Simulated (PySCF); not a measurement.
BiCl₂HO, SMILES [Cl][Bi]([Cl])[OH]. Geometry: PBE0-D3(BJ)/def2-SVP. The def2 effective core potentials stand for the cores of Bi; spin–orbit coupling is left out. The values are those of a single conformer.

Give the equilibrium geometry at PBE0-D3(BJ)/def2-SVP (PySCF confirms it by a frequency run) as bond lengths and angles, and its point group. (The exact figures need the calculation; the answer reports its results.)

One answer among several that fit: point group Cs.
Atoms: Bi1 Cl2 Cl3 O4 H5. Bonded distances (Å): Bi1–Cl2 2.468, Bi1–Cl3 2.468, Bi1–O4 2.068, O4–H5 0.967. Bond angles (°): Cl2–Bi1–Cl3 97.1, Cl2–Bi1–O4 98.2, Cl3–Bi1–O4 98.2, Bi1–O4–H5 112.9.
